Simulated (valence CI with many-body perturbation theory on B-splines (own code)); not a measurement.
## E1 line list for Si9+

Level of theory: valence CI with perturbative core correlation (CI+MBPT): three valence electrons over a frozen Dirac-Fock core [He], a basis of 11 s, 11 p, 9 d, 7 f, 5 g, 2 h, 1 i functions for each j, with the one-electron correlation potential Σ1, the two-electron term Σ2, the three-electron term Σ3, Breit, model QED; selected CI, second order for the rest, scaled by the run's own slope (own B-spline code, finite nucleus).

No measured spectrum was set against this ion. As an estimate, levels of excited configurations hold to 0.05 to 0.15 % of their energy, terms of the ground configuration to about 0.5 %.

Lines 151 to 200 of 261 in falling wavelength, among levels below 288.57 eV, chosen from the strongest by gf and those to the six lowest levels. Wavelengths and rates use the calculated energies, so an error of 300 cm⁻¹ moves a line at 53.58 Å by 0.016 % and its rate by three times that or more. Electric multipoles are in the length gauge, E1 and E2 with the static RPA response of the core. Weak lines are less certain than strong ones. Lines between different terms over intervals too small for the method are left out, as are lines whose strength nearly cancels. The highest levels of a list are the least certain.

Letters in brackets count levels of one name in rising energy.

| λ vac (Å) | Upper | Lower | A (s⁻¹) | log gf | Branch % |
| --- | --- | --- | --- | --- | --- |
| 53.58 | 2s2p3d ²D°_5/2 [a] | 2s2p² ²D_5/2 | 2.85e+11 | -0.13 | 41.9 |
| 53.58 | 2s2p3d ²D°_5/2 [a] | 2s2p² ²D_3/2 | 3.99e+10 | -0.99 | 5.9 |
| 53.54 | 2s2p3s ²P°_1/2 [a] | 2s2p² ⁴P_3/2 | 9.00e+07 | -4.11 | 0.1 |
| 53.51 | 2s2p3s ²P°_3/2 [a] | 2s2p² ⁴P_5/2 | 4.97e+07 | -4.07 | 0.0 |
| 53.47 | 2s2p3s ²P°_1/2 [b] | 2s2p² ²D_3/2 | 8.91e+10 | -1.12 | 32.1 |
| 53.46 | 2s2p3s ²P°_3/2 [b] | 2s2p² ²D_5/2 | 8.89e+10 | -0.82 | 31.9 |
| 53.46 | 2s2p3s ²P°_3/2 [b] | 2s2p² ²D_3/2 | 1.94e+09 | -2.48 | 0.7 |
| 53.41 | 2s2p3s ²P°_3/2 [a] | 2s2p² ⁴P_3/2 | 8.57e+07 | -3.83 | 0.1 |
| 53.40 | 2s2p3d ⁴P°_5/2 | 2s2p² ²D_3/2 | 4.24e+09 | -1.96 | 0.5 |
| 53.36 | 2s2p3d ⁴P°_3/2 | 2s2p² ²D_3/2 | 2.42e+09 | -2.38 | 0.3 |
| 53.34 | 2s2p3s ²P°_3/2 [a] | 2s2p² ⁴P_1/2 | 9.09e+07 | -3.81 | 0.1 |
| 52.61 | 2s2p3d ²F°_5/2 [a] | 2s2p² ²D_5/2 | 8.67e+10 | -0.67 | 9.1 |
| 52.61 | 2s2p3d ²F°_5/2 [a] | 2s2p² ²D_3/2 | 8.65e+11 | 0.33 | 90.7 |
| 52.49 | 2s2p3d ²F°_7/2 [a] | 2s2p² ²D_5/2 | 9.98e+11 | 0.52 | 99.9 |
| 52.32 | 2s2p3d ²P°_3/2 [a] | 2s2p² ²D_3/2 | 1.61e+08 | -3.58 | 0.0 |
| 52.25 | 2s2p3d ²P°_1/2 [a] | 2s2p² ²D_3/2 | 1.67e+10 | -1.86 | 2.3 |
| 52.18 | 2s2p3d ²D°_3/2 [b] | 2s2p² ²P_3/2 | 1.71e+11 | -0.55 | 14.4 |
| 52.16 | 2s2p3d ²D°_5/2 [b] | 2s2p² ²P_3/2 | 1.07e+12 | 0.42 | 90.2 |
| 52.07 | 2s2p3d ²D°_3/2 [b] | 2s2p² ²P_1/2 | 8.64e+11 | 0.15 | 72.7 |
| 51.84 | 2s2p3d ²P°_1/2 [b] | 2s2p² ²P_3/2 | 1.74e+11 | -0.85 | 19.4 |
| 51.82 | 2s2p3d ²P°_3/2 [b] | 2s2p² ²P_3/2 | 4.57e+11 | -0.13 | 51.3 |
| 51.73 | 2s2p3d ²P°_1/2 [b] | 2s2p² ²P_1/2 | 2.59e+11 | -0.68 | 28.9 |
| 51.72 | 2s2p3d ²P°_3/2 [b] | 2s2p² ²P_1/2 | 1.44e+11 | -0.64 | 16.2 |
| 51.14 | 2s2p3d ²P°_1/2 [b] | 2s2p² ²S_1/2 | 4.31e+11 | -0.47 | 48.2 |
| 51.13 | 2s2p3d ²P°_3/2 [b] | 2s2p² ²S_1/2 | 2.63e+11 | -0.39 | 29.5 |
| 50.91 | 2s2p3d ⁴F°_3/2 | 2s2p² ⁴P_5/2 | 2.82e+08 | -3.36 | 3.0 |
| 50.87 | 2s2p3d ⁴F°_5/2 | 2s2p² ⁴P_5/2 | 3.96e+09 | -2.03 | 24.7 |
| 50.82 | 2s2p3d ⁴F°_7/2 | 2s2p² ⁴P_5/2 | 1.75e+10 | -1.27 | 94.6 |
| 50.81 | 2s2p3d ⁴F°_3/2 | 2s2p² ⁴P_3/2 | 3.28e+09 | -2.29 | 35.1 |
| 50.78 | 2s2p3d ⁴F°_5/2 | 2s2p² ⁴P_3/2 | 1.01e+10 | -1.63 | 62.8 |
| 50.75 | 2s2p3d ⁴F°_3/2 | 2s2p² ⁴P_1/2 | 2.69e+09 | -2.38 | 28.8 |
| 50.70 | 2s²3d ²D_3/2 | 2s²2p ²P°_3/2 | 1.62e+11 | -0.60 | 16.6 |
| 50.69 | 2s²3d ²D_5/2 | 2s²2p ²P°_3/2 | 9.70e+11 | 0.35 | 100.0 |
| 50.53 | 2s²3d ²D_3/2 | 2s²2p ²P°_1/2 | 8.15e+11 | 0.10 | 83.4 |
| 50.40 | 2s2p3d ⁴D°_3/2 | 2s2p² ⁴P_5/2 | 1.70e+10 | -1.59 | 1.2 |
| 50.39 | 2s2p3d ⁴D°_5/2 | 2s2p² ⁴P_5/2 | 1.07e+11 | -0.61 | 8.3 |
| 50.34 | 2s2p3d ⁴D°_7/2 | 2s2p² ⁴P_5/2 | 1.48e+12 | 0.65 | 100.0 |
| 50.33 | 2s2p3d ²D°_3/2 [a] | 2s2p² ⁴P_5/2 | 6.32e+09 | -2.02 | 1.1 |
| 50.32 | 2s2p3d ⁴D°_1/2 | 2s2p² ⁴P_3/2 | 1.69e+11 | -0.89 | 11.3 |
| 50.32 | 2s2p3d ²D°_5/2 [a] | 2s2p² ⁴P_5/2 | 1.41e+11 | -0.49 | 20.7 |
| 50.31 | 2s2p3d ⁴D°_3/2 | 2s2p² ⁴P_3/2 | 6.09e+11 | -0.03 | 42.8 |
| 50.30 | 2s2p3d ⁴D°_5/2 | 2s2p² ⁴P_3/2 | 1.12e+12 | 0.41 | 86.7 |
| 50.26 | 2s2p3d ⁴D°_1/2 | 2s2p² ⁴P_1/2 | 1.32e+12 | 0.00 | 88.6 |
| 50.25 | 2s2p3d ⁴D°_3/2 | 2s2p² ⁴P_1/2 | 7.71e+11 | 0.07 | 54.2 |
| 50.24 | 2s2p3d ²D°_3/2 [a] | 2s2p² ⁴P_3/2 | 4.20e+10 | -1.20 | 7.4 |
| 50.23 | 2s2p3d ²D°_5/2 [a] | 2s2p² ⁴P_3/2 | 1.22e+11 | -0.56 | 17.9 |
| 50.21 | 2s2p3s ²P°_3/2 [b] | 2s2p² ⁴P_5/2 | 6.97e+07 | -3.98 | 0.0 |
| 50.18 | 2s2p3d ²D°_3/2 [a] | 2s2p² ⁴P_1/2 | 2.35e+10 | -1.45 | 4.2 |
| 50.16 | 2s2p3d ⁴P°_5/2 | 2s2p² ⁴P_5/2 | 7.60e+11 | 0.24 | 91.0 |
| 50.13 | 2s2p3d ⁴P°_3/2 | 2s2p² ⁴P_5/2 | 4.14e+11 | -0.20 | 49.5 |

How does gf follow from A for the line at 50.75 Å?

gf = 1.4992 × (2J+1)_upper × A / σ², with σ = 1970447 cm⁻¹ and 2J+1 = 4: gf = 0.00416.
